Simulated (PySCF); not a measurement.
Ionisation energy of Cl¹⁴⁺ by level of theory

Cl¹⁴⁺ [He] 2s1 (2S) → Cl¹⁵⁺ 1s2 (1S), as a difference of total energies. Computed with PySCF 2.14 in an uncontracted even-tempered set (19 s from 2.1 bohr⁻², ratio 2.2; 9 p from 3.4 bohr⁻², ratio 2.4; 6 d from 10 bohr⁻², ratio 2.4; 5 f from 15 bohr⁻², ratio 2.4; 4 g from 23 bohr⁻², ratio 2.4), with scalar relativity by spin-free X2C-1e. Correlated levels: nothing frozen; virtual orbitals above 40 to 60 times the deepest correlated orbital energy dropped. The calculations carry no spin-orbit coupling.

```csv
method,ionisation energy (eV)
UHF,809.22
LDA,807.92
PBE,810.72
PBE0,810.41
r2SCAN,808.60
BLYP,811.21
r2SCAN0,808.86
MP2 (all electrons),809.38
SCS-MP2 (all electrons),809.37
```

For comparison: 809.20 eV (theoretical estimate listed by NIST; NIST Atomic Spectra Database, ionization energies).
